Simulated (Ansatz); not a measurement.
A nudged elastic band was laid between two geometries of C2H7FOSi2 (13 atoms, charge 0, multiplicity 1).

Method: RKS B3LYP/def2-SVP (Ansatz 0.2.0).

| Property | Result |
| --- | --- |
| movable images | 7 |
| climbing image | yes |
| spring | 5.0 eV/Å² |
| optimiser | quadratic models (default) |
| start path | through a guess of the saddle point |
| force threshold | 0.5 eV/Å |
| iteration limit | 60 |
| end points | relaxed |

First end point:

```xyz
13
Properties=species:S:1:pos:R:3
O -1.364 -1.241 -0.112
C -0.332 -0.274 0.015
Si 1.194 -0.934 0.918
C -0.111 0.648 -1.264
Si -0.912 1.486 0.160
F -0.055 2.528 1.070
H -1.052 -1.929 -0.719
H 1.690 -2.140 0.180
H 0.846 -1.340 2.308
H 2.280 0.090 0.949
H -0.751 0.374 -2.113
H 0.926 0.843 -1.566
H -2.339 1.854 0.189
```

Last end point:

```xyz
13
Properties=species:S:1:pos:R:3
O -0.550 0.631 0.816
C 0.139 -0.152 0.109
Si 1.142 -1.510 1.020
C 0.186 0.008 -1.379
Si -1.325 2.318 0.700
F -1.698 2.301 -0.926
H 0.937 -0.647 -1.842
H 0.884 -2.814 0.345
H 0.731 -1.545 2.446
H 2.593 -1.185 0.890
H -0.803 -0.220 -1.812
H 0.386 1.063 -1.639
H -2.601 1.719 1.289
```

Problem. What changes between the two ends?

Solution. Bonds broken: O1–H7, C2–Si5, C4–Si5. Bonds formed: O1–Si5, C4–H7.

Problem. What energy profile does the band end with?

Solution. It converged. The highest image is number 1 of 0 to 8, 1.63 eV above the first end and 1.89 eV above the last; the last end lies 0.26 eV below the first. The threshold of 0.5 eV/Å is loose, so the images may lie well off the minimum-energy path. Neighbouring images differ by up to 1.6 eV, so the band resolves the path poorly. Another band between the same ends (7 images) ends at a top of the same energy, where a vibrational analysis finds 1 clearly imaginary mode. The orbitals stay closed-shell, which can raise the energy where a bond breaks towards radicals; this wasn't checked here.

```
image  path coordinate (Å)  energy (eV)  O1–H7 (Å)  C2–Si5 (Å)  C4–Si5 (Å)
    0                 0.00         0.00       0.97        1.86        1.84
    1                 3.59         1.63       0.97        2.75        1.94
    2                 6.15         1.00       0.97        3.27        2.46
    3                 8.71         0.62       2.57        5.03        4.24
    4                11.27         0.58       2.57        5.58        4.46
    5                13.84         0.57       2.95        5.31        4.55
    6                16.40         0.51       3.19        3.97        4.26
    7                18.97        -0.09       3.30        2.95        3.44
    8                21.53        -0.26       3.30        2.93        3.46
```

Problem. What is the geometry of the highest image?

Solution. 
```xyz
13
Properties=species:S:1:pos:R:3
O -0.153 -1.894 -1.138
C 0.003 -0.795 -0.406
Si 1.021 -1.022 1.181
C -0.520 0.481 -0.894
Si -0.497 1.703 0.617
F 0.564 2.933 0.321
H -0.657 -1.694 -1.947
H 1.907 -2.196 0.888
H 0.320 -1.336 2.455
H 1.786 0.255 1.275
H -1.636 0.509 -0.870
H -0.255 0.670 -1.959
H -1.863 2.352 0.492
```

Run time: 7.8 min on 2 threads of AMD EPYC 9R45 96-Core Processor (Zen 5), on a shared host, peak memory 0.37 GiB.
